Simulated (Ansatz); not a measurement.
CH6GeSSi, SMILES `[SiH3][CH]1[S][GeH2]1`, relaxed with RKS PBE-D4/def2-SVP in Ansatz from a rough embedded geometry. The force threshold is 0.03 eV/Å; the program also tests the step.

The species carries charge 0 and has multiplicity 1.

Start:

```xyz
10

Si    0.504    0.391   -1.289
C    -0.017   -0.798    0.007
S    -1.798   -0.959    0.108
Ge   -0.349    0.115    1.683
H     1.896    0.765   -1.130
H     0.400   -0.314   -2.661
H    -0.341    1.568   -1.332
H     0.573   -1.759    0.146
H    -0.273   -0.682    2.922
H    -0.594    1.673    1.546
```

Q: By how much does the energy fall, and how many steps does the optimiser take? (Best estimate.)

A: The calculation gave: 0.50 eV, in 7 steps, 2 of them rejected.

Q: Which bonds change most? (An estimate is asked.)

A: The calculation gave: S3–Ge4 from 2.395 to 2.221 Å; C2–S3 from 1.792 to 1.894 Å; Ge4–H9 from 1.475 to 1.541 Å; Si1–H5 from 1.450 to 1.508 Å.

Q: Give the relaxed structure. (An estimate is asked.)

A: Ansatz gave: 
```xyz
10

Si    0.572    0.367   -1.418
C     0.080   -0.727    0.034
S    -1.784   -1.025    0.182
Ge   -0.578    0.075    1.688
H     2.056    0.636   -1.382
H     0.235   -0.297   -2.726
H    -0.170    1.672   -1.325
H     0.671   -1.652    0.179
H    -0.316   -0.651    3.020
H    -0.767    1.603    1.747
```
